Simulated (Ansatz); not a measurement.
`BC(=C=N)OC` + `OCC(F)(F)F` → `BOCC(F)(F)F` + `COC=C=N`  (ligand exchange at a B–C bond)

Gas-phase electronic energies from Ansatz, PBE0-D4/def2-TZVP geometries. CBS: MP2 limit from def2 TZ/QZ plus the TZ coupled-cluster correction, frozen cores. DFT in def2-TZVPP. B3LYP here is the variant with VWN-RPA as its local correlation; programs differ in this. One conformer a species, not always the lowest.

| species | B3LYP energy (Eh) |
| --- | --- |
| `BC(=C=N)OC` | -272.79148 |
| `OCC(F)(F)F` | -452.97657 |
| `BOCC(F)(F)F` | -478.46887 |
| `COC=C=N` | -247.32681 |

Work out ΔE.

ΔE = (-478.46887) + (-247.32681) − (-272.79148) − (-452.97657) = -0.02763 Eh = -72.5 kJ/mol. CCSD(T)/CBS gives -71.1 kJ/mol.

What do rigid-rotor, harmonic-oscillator terms from PBE0-D4/def2-TZVP frequencies (298.15 K, 1 bar) make of the CCSD(T)/CBS value? (Estimate.)

Ansatz gave: ΔZPE = +1.3 kJ/mol, ΔH = -69.9 kJ/mol, ΔS = 7 J/(mol·K), ΔG = -71.9 kJ/mol.

Largest T1 diagnostic among the species: 0.015.

In def2-TZVPP, CCSD(T) changes the Hartree–Fock value by +15.8 kJ/mol (the triples alone add +4.6 kJ/mol) and MP2 by +22.4 kJ/mol. At CCSD(T), def2-SVP lies −18.8 kJ/mol from the extrapolated value and def2-TZVPP −2.4 kJ/mol. Leaving LDA and LC-ωPBE aside and taking each functional with its dispersion term where it has one, the values, not all of them listed here, spread over 22.9 kJ/mol, from CAM-B3LYP-D4 to revPBE-D4.
